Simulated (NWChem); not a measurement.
A series in which one site is exchanged, each optimised at PBE0/def2-SVP with NWChem, gas phase unless a solvent is named. Pople sets run with spherical d functions. This build's default masses of Se (78.918 u) and Br (79.917 u) are each other's, which moves their modes by up to 0.6 %. Shieldings are non-relativistic GIAO values without spin-orbit effects.

A: [SiH3][Zn][Br] (ZnSiH3Br; site = Br)
B: [F][Zn][SiH3] (ZnSiH₃F; site = F)
C: [SiH3][ZnH] (ZnSiH₄; site = H)
D: [SiH3][Zn][Cl] (ZnSiH3Cl; site = Cl)

| quantity | A | B | C | D |
|---|---|---|---|---|
| static polarisability, B3LYP/def2-SVPD (bohr³) | 83.1 | 55.8 | (withheld) | 73.1 |
| lowest singlet excitation, B3LYP/def2-SVPD, TDA (eV) | 5.66 | 6.51 | (withheld) | 6.09 |
| 29Si shift against tetramethylsilane, PBE0/pcSseg-1 (ppm) | -131.2 | -134.0 | (withheld) | -131.9 |
| 29Si shift against tetramethylsilane, B3LYP/6-31G* (ppm) | -93.2 | -96.7 | (withheld) | -94.5 |

Question: Fill in the missing entries.

Answer: 
- static polarisability, B3LYP/def2-SVPD (bohr³), C: 61.7
- lowest singlet excitation, B3LYP/def2-SVPD, TDA (eV), C: 4.88
- 29Si shift against tetramethylsilane, PBE0/pcSseg-1 (ppm), C: -138.5
- 29Si shift against tetramethylsilane, B3LYP/6-31G* (ppm), C: -100.3
